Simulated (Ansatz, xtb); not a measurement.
# Relative energy of two isomers of C4H9BN2O

Structure I is `C[C@@H]1CN(C=O)BN1`, a singlet and structure II is `CC(=O)N1BNCC1`, a singlet. Both are isolated molecules in the gas phase, relaxed with r2SCAN-D4/def2-SVP, each in the lowest conformer that the search found.

Energies in hartree; the thermal terms are from GFN2-xTB frequencies at re-optimised GFN2-xTB minima (ideal gas, soft modes damped towards free rotors, one conformer each, 298.15 K, 1 atm) and include the zero-point energy:

|  | I | II |
| --- | --- | --- |
| E, CCSD(T)/def2-SVP | −366.218115 | −366.219653 |
| E, MP2/def2-SVP | −366.114876 | −366.115791 |
| E, MP2/def2-TZVPP | −366.789291 | −366.791232 |
| zero-point energy | 0.137464 | 0.137399 |
| H(298 K) − E | 0.146490 | 0.146614 |
| G(298 K) − E | 0.104918 | 0.104479 |

Problem. Correct the CCSD(T) difference for the basis set by the MP2 change, then work out ΔE, ΔE₀, ΔH and ΔG for I → II in kJ/mol (1 Eh = 2625.50 kJ/mol) and the equilibrium ratio [II]/[I].

Solution. 1. Differences II − I: CCSD(T) −0.001538, MP2 in the small set −0.000915, MP2 in the large set −0.001941 Eh.
2. ΔE = −0.001538 + (−0.001941 − (−0.000915)) = −0.002564 Eh = −6.73 kJ/mol.
3. ΔE₀ = ΔE + ΔZPE = −0.002564 + (−0.000065) Eh = −6.90 kJ/mol.
4. ΔH = ΔE + (+0.000124) Eh = −6.41 kJ/mol.
5. ΔG = ΔE + (−0.000439) Eh = −7.88 kJ/mol, so ΔS = (ΔH − ΔG)/T = +5.0 J/(mol K).
6. kT = 0.9442 mEh, so K = [II]/[I] = exp(−ΔG/kT) = exp(+3.18) ≈ 24.

The sums favour II, but ΔE leans on the basis-set step (CCSD(T) alone has the other sign or is under 1 kcal/mol), so the order isn't settled. An error of 4 kJ/mol in ΔG would change K by a factor of 5. Mirror images and further conformers aren't counted.

As drawn, both hold the same kinds of bond in the same numbers.

Other levels gave ΔE = −8.9 (GFN2-xTB); −14.9 (HF/STO-3G, GFN2-xTB geometries); −9.9 (r2SCAN-D4/def2-SVP//GFN2-xTB); −9.2 (r2SCAN-D4/def2-SVP); −10.3 (HF/def2-SVP); −2.4 (MP2/def2-SVP); −4.0 (CCSD(T)/def2-SVP) kJ/mol. The correlated steps freeze 8 core orbitals. Programs: Ansatz 0.2.0, xtb 6.7.1.
